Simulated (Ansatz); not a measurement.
C2F5 (SMILES F[C](F)C(F)(F)F): the vertical ionisation energy from total energies

The species is C2F5 (7 atoms), meant as a doublet with charge 0. SMILES: `F[C](F)C(F)(F)F`. The coordinates come from a PBE0-D4/def2-TZVP relaxation.

Both states at this one shape; open shells run unrestricted unless said. 1 Eh = 27.2114 eV.

| level | program | doublet C2F5 (Eh) | singlet [C2F5]+ (Eh) |
| --- | --- | --- | --- |
| U-r2SCAN0/cc-pVDZ | Ansatz | -575.076139 | -574.680178 |
| U-wB97M-V/cc-pVDZ | Ansatz | -575.251176 | -574.877081 |
| UMP2/cc-pVDZ, 7 core orbitals frozen | Ansatz | -574.061598 | -573.692450 |

Question: Work out the vertical ionisation energy at each level.

Answer: 
1. U-r2SCAN0/cc-pVDZ: -574.680178 − (-575.076139) = 0.395961 Eh = 10.77 eV.
2. U-wB97M-V/cc-pVDZ: -574.877081 − (-575.251176) = 0.374095 Eh = 10.18 eV.
3. UMP2/cc-pVDZ: -573.692450 − (-574.061598) = 0.369148 Eh = 10.05 eV.

No measured value is set beside it here; the levels span 10.05 to 10.77 eV.
